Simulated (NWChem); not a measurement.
System: CH$_{6}$O$_{2}$Si; SMILES [SiH](C)(O)O

Here is an NWChem input.

```
start job
memory heap 200 mb stack 900 mb global 1100 mb
geometry units angstroms noautoz
  Si    -0.102369    -0.016913     0.256188
  C     -0.108928    -1.799362    -0.241598
  O     -1.511005     0.651696    -0.328691
  O      1.261025     0.665194    -0.414111
  H     -0.057883     0.194456     1.740132
  H     -0.142570    -1.879353    -1.339181
  H      0.798798    -2.310542     0.112077
  H     -0.988385    -2.318917     0.167079
  H     -1.770157     1.511973     0.010683
  H      1.530530     1.529288    -0.092908
end
basis spherical
  Si library 6-31g*
  C library 6-31g*
  O library 6-31g*
  H library 6-31g*
end
dft
  xc pbe0
  iterations 150
end
tddft
  cis
  nroots 6
  notriplet
end
task tddft energy
```

Parts of the log:

```
             Northwest Computational Chemistry Package (NWChem) 7.3.0
             --------------------------------------------------------

 CS  symmetry detected

                             Geometry "geometry" -> ""
                             -------------------------

 Output coordinates in angstroms (scale by  1.889725989 to convert to a.u.)

  No.       Tag          Charge          X              Y              Z
 ---- ---------------- ---------- -------------- -------------- --------------
    1 Si                  14.0000     0.33389452     0.06720953     0.00000000
    2 C                    6.0000    -0.19406442    -1.70654806     0.00000000
    3 O                    8.0000    -0.28253037     0.75314544    -1.38668885
    4 O                    8.0000    -0.28253037     0.75314544     1.38668885
    5 H                    1.0000     1.82188102     0.25333261     0.00000000
    6 H                    1.0000    -1.29336324    -1.76787386     0.00000000
    7 H                    1.0000     0.17855637    -2.22832580     0.89402394
    8 H                    1.0000     0.17855637    -2.22832580    -0.89402394
    9 H                    1.0000     0.06235938     1.60961037    -1.65117843
   10 H                    1.0000     0.06235938     1.60961037     1.65117843

 Effective nuclear repulsion energy (a.u.)     182.6028288258

      Symmetry information
      --------------------

 Group name             Cs
 Group number              2
 Group order               2
 No. of unique centers     7

                                 NWChem DFT Module
                                 -----------------

 Summary of "ao basis" -> "ao basis" (spherical)
 ------------------------------------------------------------------------------
       Tag                 Description            Shells   Functions and Types
 ---------------- ------------------------------  ------  ---------------------
 Si                          6-31g*                  8       18   4s3p1d
 C                           6-31g*                  6       14   3s2p1d
 O                           6-31g*                  6       14   3s2p1d
 H                           6-31g*                  2        2   2s

      Symmetry analysis of basis
      --------------------------

        a'         45
        a"         27

            General Information
            -------------------
          SCF calculation type: DFT
          Wavefunction type:  closed shell.
          No. of atoms     :    10
          No. of electrons :    42
           Alpha electrons :    21
            Beta electrons :    21
          Charge           :     0
          Spin multiplicity:     1
          Use of symmetry is: off; symmetry adaption is: on
          Maximum number of iterations: 150
          AO basis - number of functions:    72
                     number of shells:    38
          Convergence on energy requested:  1.00D-06
          Convergence on density requested:  1.00D-05
          Convergence on gradient requested:  5.00D-04

              XC Information
              --------------
                         PBE0 Method XC Functional
                     Hartree-Fock (Exact) Exchange  0.250
          PerdewBurkeErnzerhof Exchange Functional  0.750
            Perdew 1991 LDA Correlation Functional  1.000 local
           PerdewBurkeErnz. Correlation Functional  1.000 non-local

             Grid Information
             ----------------
          Grid used for XC integration:  medium
          Radial quadrature: Mura-Knowles
          Angular quadrature: Lebedev.
          Tag              B.-S. Rad. Rad. Pts. Rad. Cut. Ang. Pts.
          ---              ---------- --------- --------- ---------
          Si                  1.10       88           8.0       590
          C                   0.70       49          10.0       434
          O                   0.60       49          10.0       434
          H                   0.35       45          11.0       434
          Grid pruning is: on
          Number of quadrature shells:   505
          Spatial weights used:  Erf1

      Superposition of Atomic Density Guess
      -------------------------------------

 Sum of atomic energies:        -478.97566137

      Non-variational initial energy
      ------------------------------

 Total energy =    -480.591491
 1-e energy   =   -1022.742215
 2-e energy   =     359.547895
 HOMO         =      -0.373703
 LUMO         =       0.066883

      Symmetry analysis of molecular orbitals - initial
      -------------------------------------------------

  Numbering of irreducible representations:

     1 a'          2 a"

  Orbital symmetries:

     1 a'          2 a'          3 a"          4 a'          5 a'
     6 a"          7 a'          8 a'          9 a'         10 a"
    11 a'         12 a'         13 a"         14 a'         15 a'
    16 a"         17 a"         18 a'         19 a"         20 a'
    21 a'         22 a'         23 a"         24 a'         25 a"
    26 a'         27 a'         28 a"         29 a'         30 a'
    31 a'

 !! scf_movecs_sym_adapt:    3 vectors were symmetry contaminated

  Symmetry fudging

   convergence    iter        energy       DeltaE   RMS-Dens  Diis-err
 ---------------- ----- ----------------- --------- --------- ---------
 d= 0,ls=0.0,diis     1   -481.2946148474 -6.64D+02  1.64D-02  8.68D-01

 !! scf_movecs_sym_adapt:    2 vectors were symmetry contaminated

  Symmetry fudging
 d= 0,ls=0.0,diis     2   -481.2573193384  3.73D-02  9.28D-03  1.34D+00
 d= 0,ls=0.0,diis     3   -481.3839985272 -1.27D-01  1.11D-03  1.98D-02
 d= 0,ls=0.0,diis     4   -481.3857661564 -1.77D-03  3.15D-04  8.90D-04
 d= 0,ls=0.0,diis     5   -481.3858631060 -9.69D-05  8.66D-05  1.10D-04
  Resetting Diis
 d= 0,ls=0.0,diis     6   -481.3858775320 -1.44D-05  8.30D-06  3.85D-07
 d= 0,ls=0.0,diis     7   -481.3858775848 -5.27D-08  1.40D-06  7.60D-09

         Total DFT energy =     -481.385877584757
      One electron energy =    -1027.238213471962
           Coulomb energy =      408.807610669750
    Exchange-Corr. energy =      -45.558103608341
 Nuclear repulsion energy =      182.602828825796

 Numeric. integr. density =       41.999993578162

                  Occupations of the irreducible representations
                  ----------------------------------------------

                     irrep           alpha         beta
                     --------     --------     --------
                     a'               14.0         14.0
                     a"                7.0          7.0

                       DFT Final Molecular Orbital Analysis
                       ------------------------------------

[...]

                                NWChem TDDFT Module
                                -------------------

            General Information
            -------------------
           No. of orbitals :     144
            Alpha orbitals :      72
             Beta orbitals :      72
        Alpha frozen cores :       0
         Beta frozen cores :       0
     Alpha frozen virtuals :       0
      Beta frozen virtuals :       0
         Spin multiplicity :       1
    Number of AO functions :      72
        Use of symmetry is : off
      Symmetry adaption is : on
         Schwarz screening :  0.10D-07

              XC Information
              --------------
                  PBE0 Method XC Functional
              Hartree-Fock (Exact) Exchange   0.25
   PerdewBurkeErnzerhof Exchange Functional   0.75
     Perdew 1991 LDA Correlation Functional   1.00 local
    PerdewBurkeErnz. Correlation Functional   1.00 non-local

             TDDFT Information
             -----------------
          Calculation type : Tamm-Dancoff TDDFT
         Wavefunction type : Restricted singlets
          No. of electrons :      42
           Alpha electrons :      21
            Beta electrons :      21
              No. of roots :       6
          Max subspacesize :    5200
            Max iterations :     100
               Target root :       1
           Target symmetry : none
      Symmetry restriction : off
                 Algorithm : Optimal
        Davidson threshold :  0.10D-03

    6 smallest eigenvalue differences (eV)
--------------------------------------------------------
  No. Spin  Occ  Vir  Irrep   E(Occ)    E(Vir)   E(Diff)
--------------------------------------------------------
    1    1   21   22 a'       -0.308     0.052     9.773
    2    1   20   22 a"       -0.316     0.052     9.997
    3    1   21   23 a"       -0.308     0.075    10.413
    4    1   19   22 a'       -0.338     0.052    10.605
    5    1   20   23 a'       -0.316     0.075    10.637
    6    1   21   24 a'       -0.308     0.102    11.139
--------------------------------------------------------

  Entering Davidson iterations
  Restricted singlet excited states

  Iter   NTrls   NConv    DeltaV     DeltaE      Time
  ----  ------  ------  ---------  ---------  ---------
    1      6       0     0.13E+00   0.10+100        8.9
    2     12       0     0.24E-01   0.14E-01        9.3
    3     18       0     0.12E-01   0.13E-02        9.8
    4     24       0     0.52E-01   0.35E-02        9.2
    5     30       0     0.21E-01   0.87E-02        8.9
    6     36       4     0.93E-02   0.12E-02        9.1
    7     38       5     0.31E-02   0.20E-03        6.5
    8     39       5     0.15E-02   0.24E-04        5.7
    9     40       5     0.44E-03   0.38E-05        6.0
   10     41       5     0.15E-03   0.39E-06        5.8
   11     42       6     0.88E-04   0.22E-07        5.7
  ----  ------  ------  ---------  ---------  ---------
  Convergence criterion met

  Ground state a'       -481.385877584757 a.u.

  ----------------------------------------------------------------------------
  Root   1 singlet a'             0.303230148 a.u.                8.2513 eV
  ----------------------------------------------------------------------------
     Transition Moments    X -0.22115   Y  0.24136   Z  0.00000
     Dipole Oscillator Strength                    0.0216627363
     Electric Quadrupole                           0.0000000059
     Magnetic Dipole                               0.0000042483
     Total Oscillator Strength                     0.0216669906

     Occ.   18  a"  ---  Virt.   23  a"      -0.05270
     Occ.   19  a'  ---  Virt.   22  a'      -0.15950
     Occ.   21  a'  ---  Virt.   22  a'      -0.97810
  ----------------------------------------------------------------------------
  Root   2 singlet a"             0.307061252 a.u.                8.3556 eV
  ----------------------------------------------------------------------------
     Transition Moments    X -0.00000   Y  0.00000   Z -0.31643
     Dipole Oscillator Strength                    0.0204964497
     Electric Quadrupole                           0.0000000558
     Magnetic Dipole                               0.0000026967
     Total Oscillator Strength                     0.0204992022

     Occ.   17  a'  ---  Virt.   23  a"      -0.06942
     Occ.   18  a"  ---  Virt.   22  a'      -0.12196
     Occ.   19  a'  ---  Virt.   23  a"      -0.21102
     Occ.   20  a"  ---  Virt.   22  a'       0.89437
     Occ.   20  a"  ---  Virt.   24  a'      -0.05355
     Occ.   21  a'  ---  Virt.   23  a"      -0.34931
  ----------------------------------------------------------------------------
  Root   3 singlet a'             0.329281023 a.u.                8.9602 eV
  ----------------------------------------------------------------------------
     Transition Moments    X -0.30608   Y  0.31631   Z -0.00000
     Dipole Oscillator Strength                    0.0425282844
     Electric Quadrupole                           0.0000003350
     Magnetic Dipole                               0.0000000347
     Total Oscillator Strength                     0.0425286541

     Occ.   16  a'  ---  Virt.   22  a'       0.06533
     Occ.   17  a'  ---  Virt.   22  a'      -0.22198
     Occ.   19  a'  ---  Virt.   22  a'      -0.55465
     Occ.   20  a"  ---  Virt.   23  a"       0.77188
     Occ.   20  a"  ---  Virt.   25  a"      -0.07935
     Occ.   20  a"  ---  Virt.   28  a"       0.05140
     Occ.   21  a'  ---  Virt.   22  a'       0.12463
     Occ.   21  a'  ---  Virt.   24  a'       0.09122
  ----------------------------------------------------------------------------
  Root   4 singlet a"             0.331584776 a.u.                9.0229 eV
  ----------------------------------------------------------------------------
     Transition Moments    X -0.00000   Y  0.00000   Z  0.39081
     Dipole Oscillator Strength                    0.0337630416
     Electric Quadrupole                           0.0000000835
     Magnetic Dipole                               0.0000055476
     Total Oscillator Strength                     0.0337686726

     Occ.   17  a'  ---  Virt.   23  a"       0.06346
     Occ.   18  a"  ---  Virt.   24  a'       0.07448
     Occ.   19  a'  ---  Virt.   23  a"       0.18089
     Occ.   20  a"  ---  Virt.   22  a'      -0.30822
     Occ.   20  a"  ---  Virt.   27  a'      -0.06107
     Occ.   21  a'  ---  Virt.   23  a"      -0.91851
  ----------------------------------------------------------------------------
  Root   5 singlet a'             0.342436985 a.u.                9.3182 eV
  ----------------------------------------------------------------------------
     Transition Moments    X -0.12246   Y  0.00733   Z  0.00000
     Dipole Oscillator Strength                    0.0034359893
     Electric Quadrupole                           0.0000000153
     Magnetic Dipole                               0.0000003296
     Total Oscillator Strength                     0.0034363342

     Occ.   17  a'  ---  Virt.   22  a'       0.08636
     Occ.   18  a"  ---  Virt.   23  a"      -0.06328
     Occ.   19  a'  ---  Virt.   22  a'      -0.80307
     Occ.   20  a"  ---  Virt.   23  a"      -0.55313
     Occ.   21  a'  ---  Virt.   22  a'       0.11712
     Occ.   21  a'  ---  Virt.   24  a'      -0.10474
  ----------------------------------------------------------------------------
  Root   6 singlet a"             0.350873524 a.u.                9.5478 eV
  ----------------------------------------------------------------------------
     Transition Moments    X -0.00000   Y -0.00000   Z  0.11415
     Dipole Oscillator Strength                    0.0030478059
     Electric Quadrupole                           0.0000001670
     Magnetic Dipole                               0.0000031599
     Total Oscillator Strength                     0.0030511328

     Occ.   16  a'  ---  Virt.   23  a"      -0.05592
     Occ.   17  a'  ---  Virt.   23  a"       0.09253
     Occ.   18  a"  ---  Virt.   22  a'      -0.93889
     Occ.   19  a'  ---  Virt.   23  a"       0.20290
     Occ.   19  a'  ---  Virt.   25  a"       0.05352
     Occ.   20  a"  ---  Virt.   24  a'       0.16768
     Occ.   20  a"  ---  Virt.   27  a'      -0.05650
     Occ.   21  a'  ---  Virt.   23  a"       0.10870
     Occ.   21  a'  ---  Virt.   25  a"       0.09351

              Target root =      1
          Target symmetry = none
      Ground state energy =   -481.385877584757
        Excitation energy =      0.303230147937
     Excited state energy =   -481.082647436820

  stored tddft:energy   -481.08264743681991
```

Level: PBE0/6-31G* (spherical d), TDA. Coordinates come from a PBE0/def2-SVP optimisation.
